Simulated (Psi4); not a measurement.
H₄FNOSi (SMILES N[SiH](O)F), singlet, geometry from GFN2-xTB; BHHLYP/6-31G, TDA run with Psi4 1.11.

The Psi4 input:
```
memory 2 GB

molecule mol {
0 1
Si   -0.076469   -0.158353   -0.303649
N     1.530532   -0.478890    0.174087
O    -0.364701    1.427301   -0.487070
F    -1.009188   -0.677161    0.903578
H    -0.437881   -0.928663   -1.474308
H     2.293780   -0.088944   -0.349862
H     1.751910   -0.512411    1.155415
H    -1.250680    1.775234   -0.534414
symmetry c1
}

set {
  basis 6-31g
  reference rks
  puream true
  save_jk true
  tdscf_states [5]
  tdscf_tda true
  d_convergence 1e-8
}

energy('td-bhhlyp')
print_variables()
```

The log (banner, timings and long lists left out):

```
   => Loading Basis Set <=

    Name: 6-31G
    Role: ORBITAL
    Keyword: BASIS

         ---------------------------------------------------------
                                   SCF
               by Justin Turney, Rob Parrish, Andy Simmonett
                          and Daniel G. A. Smith
                              RKS Reference
         ---------------------------------------------------------

  ==> Geometry <==

    Molecular point group: c1
    Full point group: C1

    Geometry (in Angstrom), charge = 0, multiplicity = 1:

       Center              X                  Y                   Z               Mass
    ------------   -----------------  -----------------  -----------------  -----------------
         SI          -0.035261930154    -0.146940717531    -0.329646278330    27.976926534650
         N            1.571739069846    -0.467477717531     0.148089721670    14.003074004430
         O           -0.323493930154     1.438713282469    -0.513067278330    15.994914619570
         F           -0.967980930154    -0.665748717531     0.877580721670    18.998403162730
         H           -0.396673930154    -0.917250717531    -1.500305278330     1.007825032230
         H            2.334987069846    -0.077531717531    -0.375859278330     1.007825032230
         H            1.793117069846    -0.500998717531     1.129417721670     1.007825032230
         H           -1.209472930154     1.786646282469    -0.560411278330     1.007825032230

  Running in c1 symmetry.

  Rotational constants: A =      0.23498  B =      0.21420  C =      0.12974 [cm^-1]
  Rotational constants: A =   7044.47984  B =   6421.60287  C =   3889.38146 [MHz]
  Nuclear repulsion =  187.152219367607529

  Charge       = 0
  Multiplicity = 1
  Electrons    = 42
  Nalpha       = 21
  Nbeta        = 21

  ==> Algorithm <==

  SCF Algorithm Type is DF.
  DIIS enabled.
  MOM disabled.
  Fractional occupation disabled.
  Guess Type is SAD.
  Energy threshold   = 1.00e-06
  Density threshold  = 1.00e-08
  Integral threshold = 1.00e-12

  ==> Primary Basis <==

  Basis Set: 6-31G
    Blend: 6-31G
    Number of shells: 30
    Number of basis functions: 48
    Number of Cartesian functions: 48
    Spherical Harmonics?: true
    Max angular momentum: 1

  ==> DFT Potential <==

   => LibXC <=

    Version 7.1.2
    S. Lehtola, C. Steigemann, M. J. T. Oliveira, and M. A. L. Marques,  SoftwareX 7, 1–5 (2018) (10.1016/j.softx.2017.11.002)

   => Composite Functional: BHANDHLYP <=

    BHandHLYP Hyb-GGA Exchange-Correlation Functional

    A. D. Becke,  J. Chem. Phys. 98, 1372 (1993) (10.1063/1.464304)
    Defined through Gaussian implementation.

    Deriv               =              1
    GGA                 =           TRUE
    Meta                =          FALSE

    Exchange Hybrid     =           TRUE
    MP2 Hybrid          =          FALSE

   => Exchange Functionals <=

    0.5000         Becke 88

   => Exact (HF) Exchange <=

    0.5000               HF

   => Correlation Functionals <=

    1.0000   Lee, Yang & Parr

   => LibXC Density Thresholds  <==

    XC_HYB_GGA_XC_BHANDHLYP:  1.00E-15

   => Molecular Quadrature <=

    Radial Scheme          =       TREUTLER
    Pruning Scheme         =           NONE
    Nuclear Scheme         =       TREUTLER

    Blocking Scheme        =         OCTREE
    BS radius alpha        =              1
    Pruning alpha          =              1
    Radial Points          =             75
    Spherical Points       =            302
    Total Points           =         173478
    Total Blocks           =           1317
    Max Points             =            256
    Max Functions          =             47
    Weights Tolerance      =       1.00E-15

   => Loading Basis Set <=

    Name: (6-31G AUX)
    Role: JKFIT
    Keyword: DF_BASIS_SCF

  ==> Integral Setup <==

  SCF_SUBTYPE=INCORE selected. In-core MEM_DF algorithm will be used.
  Using in-core AOs.

  ==> MemDFJK: Density-Fitted J/K Matrices <==

    J tasked:                   Yes
    K tasked:                   Yes
    wK tasked:                   No
    Algorithm:                 Core
    Schwarz Cutoff:           1E-12
    Mask sparsity (%):       0.5208
    Fitting Condition:        1E-10

   => Auxiliary Basis Set <=

  Basis Set: (6-31G AUX)
    Blend: CC-PVDZ-JKFIT
    Number of shells: 144
    Number of basis functions: 414
    Number of Cartesian functions: 473
    Spherical Harmonics?: true
    Max angular momentum: 3

  Minimum eigenvalue in the overlap matrix is 3.2559583285E-02.
  Reciprocal condition number of the overlap matrix is 7.6241480656E-03.
    Using symmetric orthogonalization.

  ==> Pre-Iterations <==

  SCF Guess: Superposition of Atomic Densities via on-the-fly atomic UHF (no occupation information).

   -------------------------
    Irrep   Nso     Nmo
   -------------------------
     A         48      48
   -------------------------
    Total      48      48
   -------------------------

  ==> Iterations <==

                           Total Energy        Delta E     RMS |[F,P]|

   @DF-RKS iter SAD:  -520.99313770081108   -5.20993e+02   0.00000e+00
   @DF-RKS iter   1:  -521.31525848365857   -3.22121e-01   1.72653e-02 ADIIS/DIIS
   @DF-RKS iter   2:  -521.29742326826704    1.78352e-02   1.79439e-02 ADIIS/DIIS
   @DF-RKS iter   3:  -521.58761237676276   -2.90189e-01   7.69434e-04 ADIIS/DIIS
   @DF-RKS iter   4:  -521.58788503357937   -2.72657e-04   6.05376e-04 ADIIS/DIIS
   @DF-RKS iter   5:  -521.58818699566962   -3.01962e-04   3.65874e-05 DIIS
   @DF-RKS iter   6:  -521.58818898496577   -1.98930e-06   5.41345e-06 DIIS
   @DF-RKS iter   7:  -521.58818903773692   -5.27712e-08   2.24005e-06 DIIS
   @DF-RKS iter   8:  -521.58818904230191   -4.56498e-09   9.78056e-07 DIIS
   @DF-RKS iter   9:  -521.58818904326961   -9.67702e-10   7.61110e-08 DIIS
   @DF-RKS iter  10:  -521.58818904328598   -1.63709e-11   9.99643e-09 DIIS
  Energy and wave function converged.

[...]
  @DF-RKS Final Energy:  -521.58818904328598
    Total Energy =                       -521.5881890432859791
[...]
**********       The names of excited state variables changed between 1.5       **********
**********     and 1.6. For a quick solution, remove the symmetry specifier     **********
**********   from the variable name. For full details, see 'Notes on Psivars'   **********
**********                        in the documentation.                         **********
******************************************************************************************

         ---------------------------------------------------------
                         TDSCF excitation energies
                 by Andrew M. James and Daniel G. A. Smith
         ---------------------------------------------------------

  ==> Options <==

     Residual threshold  : 1.0000e-06
     Initial guess       : denominators
     Reference           : RHF
     Solver type         : TDA (Davidson)

  ==> Requested Excitations <==

      5 singlet states with A symmetry

  ==> Seeking the lowest 5 singlet states with A symmetry

                         Generalized Davidson Solver
                               By Ruhee Dcunha

  ==> Options <==

    Max number of iterations        = 60
    Eigenvector tolerance           = 1.0000e-06
    Max number of expansion vectors = 1500

  => Iterations <=
                           Max[D[value]]     Max[|R|]   # vectors
  DavidsonSolver iter   1:   3.70089e-01  6.77925e-02     20
  DavidsonSolver iter   2:   5.85210e-03  2.50207e-02     25
  DavidsonSolver iter   3:   6.32810e-04  5.80723e-03     30
  DavidsonSolver iter   4:   5.47437e-05  1.42763e-03     35
  DavidsonSolver iter   5:   3.65594e-06  6.52343e-04     40
  DavidsonSolver iter   6:   6.51228e-07  2.78062e-04     45
  DavidsonSolver iter   7:   4.17027e-08  6.31041e-05     50
  DavidsonSolver iter   8:   1.55987e-09  8.99355e-06     55
  DavidsonSolver iter   9:   4.28499e-11  1.51182e-06     58
  DavidsonSolver iter  10:   1.36369e-12  4.23347e-07     59      Converged

******************************************************************************************
**********                               WARNING                                **********
**********  Length-gauge rotatory strengths are **NOT** gauge-origin invariant  **********
******************************************************************************************

                                    Excitation Energy         Total Energy        Oscillator Strength             Rotatory Strength
     #   Sym: GS->ES (Trans)        au              eV              au          au (length)    au (velocity)    au (length)    au (velocity)
    ---- -------------------- --------------- --------------- --------------- --------------- --------------- --------------- ---------------
     1        A->A (1 A)       0.29427         8.00752        -521.29392       0.0468          0.0735         -0.0357         -0.0340
     2        A->A (1 A)       0.32476         8.83716        -521.26343       0.0055          0.0009          0.0171         -0.0012
     3        A->A (1 A)       0.34233         9.31540        -521.24585       0.0547          0.0560          0.0482          0.0250
     4        A->A (1 A)       0.34421         9.36632        -521.24398       0.0755          0.0161         -0.0360         -0.0194
     5        A->A (1 A)       0.36406         9.90660        -521.22413       0.0136          0.0151         -0.0171         -0.0106

Contributing excitations
Only contributions with abs(coeff) > 1.00e-01 will be printed:

Excited State    1 (1 A):   0.29427 au   154.83 nm f = 0.0468
  Sums of squares: Xssq =  1.000000e+00
     21a  ->  22a     0.712288 (50.735%)
     21a  ->  23a    -0.570828 (32.584%)
     21a  ->  24a     0.383556 (14.712%)

Excited State    2 (1 A):   0.32476 au   140.30 nm f = 0.0055
  Sums of squares: Xssq =  1.000000e+00
     21a  ->  22a    -0.110431 ( 1.220%)
     21a  ->  23a     0.437982 (19.183%)
     21a  ->  24a     0.853939 (72.921%)
     21a  ->  25a    -0.207095 ( 4.289%)

Excited State    3 (1 A):   0.34233 au   133.10 nm f = 0.0547
  Sums of squares: Xssq =  1.000000e+00
     18a  ->  22a    -0.192714 ( 3.714%)
     19a  ->  22a     0.268976 ( 7.235%)
     19a  ->  23a     0.178551 ( 3.188%)
     20a  ->  22a     0.785547 (61.708%)
     20a  ->  23a     0.371662 (13.813%)
     20a  ->  24a    -0.103067 ( 1.062%)
     20a  ->  26a    -0.119657 ( 1.432%)
     21a  ->  22a    -0.105016 ( 1.103%)
     21a  ->  23a    -0.120351 ( 1.448%)
     21a  ->  24a     0.116615 ( 1.360%)

Excited State    4 (1 A):   0.34421 au   132.37 nm f = 0.0755
  Sums of squares: Xssq =  1.000000e+00
     20a  ->  22a     0.200391 ( 4.016%)
     21a  ->  22a     0.662454 (43.885%)
     21a  ->  23a     0.659012 (43.430%)
     21a  ->  24a    -0.231101 ( 5.341%)

Excited State    5 (1 A):   0.36406 au   125.15 nm f = 0.0136
  Sums of squares: Xssq =  1.000000e+00
     20a  ->  23a     0.150368 ( 2.261%)
     21a  ->  23a     0.102840 ( 1.058%)
     21a  ->  24a     0.187426 ( 3.513%)
     21a  ->  25a     0.892607 (79.675%)
     21a  ->  27a    -0.317117 (10.056%)

******************************************************************************************
**********                               WARNING                                **********
**********       The names of excited state variables changed between 1.5       **********
**********     and 1.6. For a quick solution, remove the symmetry specifier     **********
**********   from the variable name. For full details, see 'Notes on Psivars'   **********
**********                        in the documentation.                         **********
******************************************************************************************

  Variable Map:
  ----------------------------------------------------------------------------
[...]
  Array Variable Map:
  ----------------------------------------------------------------------------
[...]
[...]
```
